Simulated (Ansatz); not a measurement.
Species: CH₆NSi, charge 0, multiplicity 2. It need not be the lowest isomer of its formula. 
Coordinates optimised at B3LYP-D3(BJ)/def2-TZVP (Ansatz, a quantum-chemistry and plane-wave program):
SMILES: CN[SiH2]
```xyz
9

C     -1.6329     0.3857    -0.0781
N     -0.3818    -0.2032    -0.5281
Si     1.1008    -0.1663     0.3584
H     -2.2061     0.7683    -0.9263
H     -1.4198     1.2278     0.5817
H     -2.2655    -0.3193     0.4726
H     -0.5073    -0.9420    -1.2046
H      2.1762    -0.5360    -0.6071
H      1.2814     1.2381     0.8319
```
Charge 0, spin multiplicity 2.

Basis-set convergence of Hartree-Fock and MP2 correlation energies (hartree) with Ansatz. Valence correlation only, unless marked. UHF or UKS for open shells. No spin-orbit coupling. Non-relativistic.

| basis | functions | E(HF) | E(corr, MP2) |
|---|---|---|---|
| cc-pV(D+d)Z | 81 | -384.72014 | -0.40316 |
| cc-pV(T+d)Z | 183 | -384.76600 | -0.49922 |
| cc-pV(Q+d)Z | 354 | -384.77687 | -0.53304 |

Extrapolating the two largest sets (X = 3 and 4) as X^-3: E(corr) = (64·(-0.53304) - 27·(-0.49922))/37 = -0.5577 Eh, an estimate of the basis-set limit. The largest set recovers 95.6 % of it, the smallest 72.3 %.
